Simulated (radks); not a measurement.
The molybdenum ion Mo2+, configuration [Kr] 4d4 (the NIST ground configuration). All-electron calculation, scalar-relativistic Kohn-Sham, PBE, spin-unpolarised, spherical densities, finite nucleus; Fermi nuclear charge, rms radius 4.4091 fm; hard spherical wall at 7 bohr. Program: a radial shooting solver on a logarithmic mesh with Libxc functionals.

Radial electron density D(r) = 4 pi r^2 rho(r):

```
   r/bohr * D(r) (the largest magnitude, 65.6, reaches the edge; | marks zero)
 0.004748 |         *
 0.005439 |           *
 0.006232 |              *
 0.007197 |                 *
 0.008245 |                    *
 0.009447 |                        *
  0.01082 |                           *
   0.0125 |                                *
  0.01432 |                                   *
  0.01641 |                                       *
   0.0188 |                                         *
  0.02153 |                                           *
  0.02487 |                                            *
  0.02849 |                                           *
  0.03264 |                                         *
   0.0374 |                                       *
  0.04285 |                                      *
  0.04948 |                                     *
  0.05669 |                                      *
  0.06495 |                                        *
  0.07442 |                                             *
  0.08526 |                                                 *
  0.09846 |                                                     *
   0.1128 |                                                      *
   0.1292 |                                                   *
   0.1481 |                                              *
   0.1696 |                                        *
   0.1959 |                                   *
   0.2245 |                                 *
   0.2572 |                                   *
   0.2946 |                                       *
   0.3375 |                                         *
   0.3898 |                                       *
   0.4466 |                                 *
   0.5117 |                        *
   0.5862 |                *
   0.6716 |           *
   0.7756 |         *
   0.8886 |         *
    1.018 |         *
    1.166 |        *
    1.347 |       *
    1.543 |     *
    1.768 |   *
    2.026 | *
    2.321 |*
     2.68 |*
    3.071 *
    3.518 *
    4.031 *
    4.618 *
    5.333 *
     6.11 *
```

D(r) has 4 maxima, at r = 0.0247, 0.109, 0.340, 1.00 bohr, and minima at 0.0495, 0.219, 0.840 bohr, inside which lie 2.02, 11.07, 29.24 electrons.
